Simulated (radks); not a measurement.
Results of a calculation; reference values are marked as such.
Q: All-electron atom: Xe in [Kr] 4d9.5 5s2 5p6 4f0.5 (fractional occupations, a model configuration). Level of theory: scalar-relativistic Kohn-Sham, LDA (Slater exchange, VWN5 correlation), spin-polarised, spherical densities, finite nucleus; open shells are filled with parallel spins first (spin-orbit coupling, left out, can overturn this in heavy ions); Fermi nuclear charge, rms radius 4.7859 fm (a radial shooting solver on a logarithmic mesh with Libxc functionals). Some entries of the table are withheld. Estimate them.

| orbital | occ. | eigenvalue (hartree) | <r> (bohr) | <1/r> (bohr^-1) |
|---|---|---|---|---|
| 1s up | 1 | -1262.049 | 0.02668 | 58.05 |
| 1s down | 1 | -1262.049 | 0.02668 | 58.05 |
| 2s up | 1 | -196.7583 | 0.1147 | 13.32 |
| 2s down | 1 | -196.7516 | 0.1147 | 13.32 |
| 2p up | 3 | -176.6930 | 0.1003 | 12.72 |
| 2p down | 3 | -176.6876 | 0.1003 | 12.72 |
| 3s up | 1 | -40.49787 | 0.3068 | 4.785 |
| 3s down | 1 | -40.49334 | 0.3068 | 4.785 |
| 3p up | 3 | -34.01581 | 0.3047 | 4.549 |
| 3p down | 3 | -34.01095 | 0.3047 | 4.549 |
| 3d up | 5 | -24.37520 | 0.2810 | 4.310 |
| 3d down | 5 | -24.36886 | 0.2810 | 4.310 |
| 4s up | 1 | -7.55414 | 0.7152 | 1.960 |
| 4s down | 1 | -7.53514 | 0.7152 | 1.960 |
| 4p up | 3 | -5.49140 | 0.7624 | 1.800 |
| 4p down | 3 | -5.47264 | 0.7625 | 1.800 |
| 4d up | 5 | (1) | 0.8691 | 1.527 |
| 4d down | 4.5 | (2) | 0.8699 | 1.526 |
| 5s up | 1 | -0.91999 | 1.808 | 0.7276 |
| 5s down | 1 | -0.91560 | 1.811 | 0.7258 |
| 5p up | 3 | -0.46924 | 2.193 | 0.5934 |
| 5p down | 3 | -0.46673 | 2.199 | 0.5916 |
| 4f up | 0.5 | (3) | 26.65 | (4) |
| 4f down | 0 | (5) | 26.98 | (6) |

A: 
(1) 4d up eigenvalue (hartree): -2.47829
(2) 4d down eigenvalue (hartree): -2.46072
(3) 4f up eigenvalue (hartree): -0.01094
(4) 4f up <1/r> (bohr^-1): 0.04018
(5) 4f down eigenvalue (hartree): -0.00974
(6) 4f down <1/r> (bohr^-1): 0.03975
